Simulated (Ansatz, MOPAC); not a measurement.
Spectroscopic constants of ZnGa, multiplicity 2 (lowest of 2S+1 = 2, 4 at CCSD(T)/def2-TZVPP on PBE0 minima; our sources give no spin for the ground state, which may be another). No spin–orbit coupling. Zn is treated without relativity. Ga is treated without relativity.

The constants come from a fifth-degree fit in 1/R (seven points, main isotopes). In def2 and cc sets the state is the lowest found near the PBE0 minimum, followed along R.

The state that PM7 reach isn't checked; PM7 holds dispersion and hydrogen-bond terms.

The values were computed with Ansatz (Gaussian orbitals); MOPAC for PM7 (differences of heats of formation). Each number belongs to the level named beside it.

```csv
level,r_e (Å),ω_e (cm⁻¹),ω_e x_e (cm⁻¹),dipole (D)
PM7,2.770,179,1.1,-
PBE/def2-TZVPP,2.651,___,1.1,0.36
B97M-V/def2-TZVPP,2.701,119,1.6,0.34
B3LYP/def2-TZVPP,2.749,112,1.3,0.39
PBE0/def2-TZVPP,2.685,130,1.2,0.61
BHLYP/def2-TZVPP,2.831,94,1.6,0.61
CAM-B3LYP/def2-TZVPP,2.765,101,1.5,0.52
wB97X-V/def2-TZVPP,___,___,1.5,0.70
```

Question: Some entries are withheld; supply them.

Answer: 
- wB97X-V/def2-TZVPP, r_e (Å): 2.788
- wB97X-V/def2-TZVPP, ω_e (cm⁻¹): 97
- PBE/def2-TZVPP, ω_e (cm⁻¹): 139

Ansatz is a quantum-chemistry and plane-wave program.
